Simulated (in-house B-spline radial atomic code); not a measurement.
**Al²⁺: [Ne] 3s1**

All numbers are computed (non-relativistic SCAN, spin-polarised, spherical fractional occupations; point nucleus) with an all-electron radial atomic-structure program (B-spline basis), not measured.

Effective charges: Z_r = [3n² - l(l+1)]/(2<r>) from the radius, Z_e = n√(-2ε) from the energy, and Slater's rules. Values are occupation-weighted means over spin.

| shell | electrons | ε (eV) | <r> (bohr) | Z_r | Z_e | Slater |
| --- | --- | --- | --- | --- | --- | --- |
| 1s | 2 | -1538.8 | 0.1205 | 12.45 | 10.63 | 12.70 |
| 2s | 2 | -131.83 | 0.6241 | 9.61 | 6.23 | 8.85 |
| 2p | 6 | -91.974 | 0.5995 | 8.34 | 5.20 | 8.85 |
| 3s | 1 | -24.679 | 2.203 | 6.13 | 4.04 | 4.20 |

The least bound orbital is 3s up at -24.68 eV, and it is also the most diffuse (<r> = 2.203 bohr).
